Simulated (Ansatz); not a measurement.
A structure relaxed at r2SCAN-D4/def2-SVP in Ansatz, charge 0, singlet:

Cartesian coordinates in Å:
```
Al -1.4720 1.6742 -2.2305
Al -3.8640 1.7704 1.7440
Al -1.6129 -2.2194 -1.5519
Al -2.9554 -2.0182 2.3889
Al -0.1181 4.2495 0.7633
Al 1.8432 -0.5069 -2.5006
Al 3.5241 2.9406 0.1005
Al 0.2286 0.2001 1.1857
Al 1.0395 -4.1138 1.7404
Al 3.9112 -1.5373 0.9873
As -3.4316 2.1950 -0.7413
As -0.1814 3.7445 -1.7244
As -0.2363 -0.2008 -1.2074
As -1.9471 0.2599 2.3354
As -3.6031 -1.9980 -0.0653
As -0.5328 -4.1020 -0.2777
As 1.4068 2.3579 1.3193
As 3.3801 1.4038 -1.9388
As 3.1743 -2.2617 -1.3344
As 1.6205 -1.6782 1.9582
H -1.9043 1.4578 -3.7425
H -3.8611 3.1557 2.5158
H -5.1461 0.8166 1.6869
H -1.9017 -2.5929 -3.0673
H -4.2132 -2.1235 3.3506
H -1.8409 -3.1631 2.2988
H -1.6480 3.9045 1.0844
H 0.5235 5.6697 1.0715
H 1.6483 -0.6930 -4.0651
H 3.2400 4.3670 -0.5632
H 4.8538 2.6235 0.9043
H 0.2817 -4.7206 2.9959
H 2.3457 -4.7948 1.1160
H 4.3200 -0.0332 0.6264
H 4.9260 -2.5675 1.6443
H -3.7090 3.6526 -1.0237
H -4.6140 1.6416 -1.5079
H -0.8594 4.8399 -2.5128
H 1.1467 3.7601 -2.4391
H -1.5964 0.5645 3.7742
H -4.5031 -0.8700 -0.5016
H -4.5071 -3.1489 -0.4366
H -1.6832 -5.0333 0.0211
H 0.0982 -4.9457 -1.3646
H 1.7128 2.5274 2.7906
H 3.3158 2.2798 -3.1724
H 4.7577 0.8406 -2.1971
H 4.3427 -2.5454 -2.2490
H 2.5006 -3.6086 -1.4254
H 1.8004 -1.4203 3.4372
```

(1) Give its formula and point group.

(2) Summarise the bond lengths by kind (pairs closer than 1.2 times the sum of covalent radii, bridged metal pairs left out).

## Answers

(1) Al10As10H30, a nanocrystal cut from zinc blende AlAs (hydrogen-capped). Point group C3 (tolerance 0.1 Å).

(2) 25 × Al–As 2.46 to 2.56 Å; 15 × As–H 1.51 Å; 15 × Al–H 1.59 to 1.60 Å.

Single mean-field runs in def2-SVP are fitted with def2-universal-jkfit.
